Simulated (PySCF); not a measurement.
**Spin-rotation constants: `OCC[C@@H](F)Br`, C₃H₆BrFO**

Cartesian coordinates in Å; atom numbers follow the order of the lines, from 1:
```xyz
12

O    -2.048    0.005    0.810
C    -0.956    0.375    0.005
C     0.203   -0.558    0.347
C     1.450   -0.231   -0.452
F     2.566   -0.572    0.235
Br    1.508   -1.225   -2.148
H    -2.818    0.530    0.570
H    -0.664    1.419    0.200
H    -1.205    0.279   -1.063
H     0.441   -0.439    1.408
H    -0.109   -1.592    0.195
H     1.533    0.830   -0.710
```

Method: PySCF, GIAO CAM-B3LYP/pcSseg-1 magnetisability, rotational g tensor and spin-rotation constants, non-relativistic, gas phase. Geometry: GFN2-xTB, dihedral held. The dihedral C2–C3–C4–Br6 is held at 270°.

The calculation is non-relativistic, which matters for the atoms heavier than Zn.

Question: Give the nuclear spin-rotation constants along the inertial axes (H = +C I·J) beside the isotropic shieldings.

Answer: Rotational constants 3.6922, 1.0936, 0.8846 GHz. A star marks the isotopologue with that one atom substituted, in its own axes.
```tsv
atom	isotope	Caa (kHz)	Cbb (kHz)	Ccc (kHz)	mean (kHz)	σ (ppm)
F5	19F	2.299	0.798	1.163	1.420	316.5
Br6	79Br	5.052	1.633	2.467	3.050	1890.5
H7	1H	-0.261	-0.080	-0.096	-0.146	31.1
H8	1H	-0.348	-0.075	0.009	-0.138	27.8
H9	1H	-0.281	0.028	-0.089	-0.114	27.7
H10	1H	-0.279	0.004	-0.094	-0.123	29.0
H11	1H	-0.403	-0.098	0.019	-0.160	29.0
H12	1H	-0.343	-0.119	0.070	-0.131	25.5
O1	17O*	-0.271	-0.068	-0.064	-0.134	311.5
C2	13C*	0.691	0.264	0.187	0.381	120.3
C3	13C*	0.617	0.226	0.183	0.342	134.8
C4	13C*	1.056	0.262	0.294	0.537	72.1
```
For the geometry as given, no vibrational averaging.
